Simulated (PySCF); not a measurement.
# Correlation energy of Zn⁺ (zinc, charge +1)

[Ar] 3d10 4d1, 2D determinant (an excited configuration). Computed with PySCF 2.14 in aug-cc-pwCVDZ-PP with ECP10MDF, with a scalar-relativistic core potential. Frozen: 3s2 3p6; 11 electrons correlated.

```csv
level,correlation energy (mhartree)
CCSD,-403.22
(T),-11.30
CCSD(T),-414.52
```

Diagnostics: T1 = 0.0069, D1 = 0.0106, largest double amplitude 0.060.

The outer electron is Rydberg-like, and this basis confines it to a smaller radius and binds it less than a complete one would.

Cost of the coupled-cluster step: roughly 17 core-seconds, for 11 correlated electrons.

Iterations:

```
CC2 = 0
CCSD nocc = (np.int64(6), np.int64(5)), nmo = (66, 66)
frozen orbitals [[0, 1, 2, 3], [0, 1, 2, 3]]
max_cycle = 100
direct = 0
conv_tol = 1e-08
conv_tol_normt = 1e-06
diis_space = 8
diis_start_cycle = 0
Init t2, MP2 energy = -0.445235328984086
Init E_corr(UCCSD) = -0.445235329126067
cycle = 1  E_corr(UCCSD) = -0.392173621544288  dE = 0.0530617076  norm(t1,t2) = 0.0611697
cycle = 2  E_corr(UCCSD) = -0.406114861752339  dE = -0.0139412402  norm(t1,t2) = 0.0241135
cycle = 3  E_corr(UCCSD) = -0.403596918860667  dE = 0.00251794289  norm(t1,t2) = 0.0136656
cycle = 4  E_corr(UCCSD) = -0.403518491484843  dE = 7.84273758e-05  norm(t1,t2) = 0.00926599
cycle = 5  E_corr(UCCSD) = -0.40304492175176  dE = 0.000473569733  norm(t1,t2) = 0.00973552
cycle = 6  E_corr(UCCSD) = -0.403277766329748  dE = -0.000232844578  norm(t1,t2) = 0.00848728
cycle = 7  E_corr(UCCSD) = -0.403341022219779  dE = -6.325589e-05  norm(t1,t2) = 0.0021428
cycle = 8  E_corr(UCCSD) = -0.40320713070903  dE = 0.000133891511  norm(t1,t2) = 0.000594407
cycle = 9  E_corr(UCCSD) = -0.403216109453002  dE = -8.97874397e-06  norm(t1,t2) = 0.000226432
cycle = 10  E_corr(UCCSD) = -0.403223526260189  dE = -7.41680719e-06  norm(t1,t2) = 7.45359e-05
cycle = 11  E_corr(UCCSD) = -0.403220914631313  dE = 2.61162888e-06  norm(t1,t2) = 3.25379e-05
cycle = 12  E_corr(UCCSD) = -0.403220943580523  dE = -2.89492106e-08  norm(t1,t2) = 1.45152e-05
cycle = 13  E_corr(UCCSD) = -0.403221478089842  dE = -5.34509319e-07  norm(t1,t2) = 6.25701e-06
cycle = 14  E_corr(UCCSD) = -0.403221302102147  dE = 1.75987696e-07  norm(t1,t2) = 2.16952e-06
cycle = 15  E_corr(UCCSD) = -0.403221362294053  dE = -6.01919067e-08  norm(t1,t2) = 1.20717e-06
cycle = 16  E_corr(UCCSD) = -0.403221342241879  dE = 2.00521741e-08  norm(t1,t2) = 4.74454e-07
cycle = 17  E_corr(UCCSD) = -0.40322133743033  dE = 4.81154905e-09  norm(t1,t2) = 1.77316e-07
UCCSD converged
E(UCCSD) = -225.6014005428109  E_corr = -0.4032213374303301
UCCSD(T) correction = -0.0113003681191602
```
